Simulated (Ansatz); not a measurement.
Basis-set extrapolation for H₈O₂Si₃, SMILES `O[SiH2][SiH](O)[SiH3]` (PBE0-D4/def2-TZVP geometry, frozen core, the Gaussian-basis code of Ansatz). Multiplicity 1, RHF reference.

```tsv
	def2-TZVPP	def2-QZVPP
HF	-1021.368325	-1021.402936
MP2 correlation	-0.855010	-0.923471
CCSD(T) correlation	-0.946885	not run
```

Energies in hartree. Use E(X) = E(∞) + A·exp(−7.88·√X) for Hartree–Fock and E(X) = E(∞) + B·X^(−2.97) for correlation, with X = 3 and 4, and add CCSD(T) minus MP2 of the smaller set to the MP2 limit.

Question: What is the CCSD(T) energy at the basis-set limit?

Answer: HF limit: -1021.402936 + (-0.034611) × 0.13774 = -1021.40770. MP2 limit: -0.923471 + (-0.068461) × 0.74074 = -0.97418. Higher-order term: -0.946885 − (-0.855010) = -0.09187. Total: -1022.47375 hartree, 416.2 kJ/mol below CCSD(T)/def2-TZVPP.
